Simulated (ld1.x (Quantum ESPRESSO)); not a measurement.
# Ranking RRKJ potentials for fluorine (F)

All share these settings but for the change named:

| Property | Result |
| --- | --- |
| Element | fluorine |
| Generator | ld1.x (Quantum ESPRESSO) 7.5 |
| Type | norm-conserving RRKJ (Kleinman–Bylander form) |
| Functional | PBEsol |
| Relativity | non-relativistic |
| Frozen core | [He] |
| Valence charge | 7 |
| Reference configuration | 2s2 2p4.5 (charge +0.5) |
| Partial waves | 2s (bound): rc 0.65 bohr; 2p (bound): rc 1.55 bohr; 3d channel at -0.1 Ry: rc 1.55 bohr |
| Local potential | the d channel |
| Core correction | a·sin(br)/r model core, default radius (core density twice the valence density) |
| rho0 | 0.01 |

Test errors are all-electron minus pseudo excitation energies from the reference, over 2s2 2p5; 2s2 2p4; 2s2 2p3; 2s2 2p2; 2s2 2p5.3; 2s1 2p6; 2s1 2p5. None of these files shows a bound ghost.

The base gives 1331.0 meV.

Of 8 variants that were run, those that failed, showed a ghost or another fault, or gave nearly equal values are left out.

(1) Rank these variants by their largest absolute test error, smallest first.
A. all radii but the core radius scaled by about 0.84 (s 0.54, p 1.30, d 1.30 bohr)
B. all radii but the core radius scaled by about 1.32 (s 0.86, p 2.04, d 2.04 bohr)
C. all radii but the core radius scaled by about 1.06 (s 0.68, p 1.64, d 1.64 bohr)
D. all radii but the core radius scaled by about 1.37 (s 0.90, p 2.12, d 2.12 bohr)
E. all radii but the core radius scaled by about 0.93 (s 0.60, p 1.44, d 1.44 bohr)

Results:

(1) A (618.2 meV), E (961.5 meV), C (1829.1 meV), B (3960.1 meV), D (4698.7 meV).
